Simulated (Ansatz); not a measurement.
C2H6OSn (`[CH3][SnH]1[CH2][O]1`). Charge 0, multiplicity 1. Sn takes the def2 core potential. The structure was optimised at the PBE0-D4/def2-TZVP level.

```xyz
10

C     0.517   -1.318    1.094
Sn   -0.505   -0.447   -0.575
C    -0.611    1.727   -0.636
O     0.657    1.368   -0.760
H     1.575   -1.408    0.849
H     0.392   -0.676    1.965
H     0.104   -2.304    1.308
H    -0.026   -1.192   -2.044
H    -1.148    2.101   -1.516
H    -0.954    2.150    0.315
```

Question: What is the dipole moment at ωB97M-V/def2-TZVPP? (Estimate.)

Answer: Ansatz gave: 2.30 D, with components (-1.85, -1.00, 0.92) D in this frame, pointing from negative to positive charge.

Question: And with PBE, r2SCAN, B3LYP? (An estimate is asked.)

Answer: The calculation gave: PBE 2.10 D, r2SCAN 2.13 D, B3LYP 2.28 D.

Question: Give the Mulliken charges with ωB97M-V, PBE, r2SCAN in def2-TZVPP. (Best estimate.)

Answer: Ansatz gave: 
```csv
atom,ωB97M-V,PBE,r2SCAN
C1,-0.59,-0.55,-0.46
Sn2,0.57,0.62,0.62
C3,-0.15,-0.15,-0.04
O4,-0.43,-0.38,-0.45
H5,0.16,0.14,0.11
H6,0.14,0.13,0.10
H7,0.13,0.12,0.09
H8,-0.09,-0.12,-0.13
H9,0.13,0.10,0.08
H10,0.13,0.10,0.08
```

B3LYP here is the variant with VWN-RPA as its local correlation; programs differ in this.
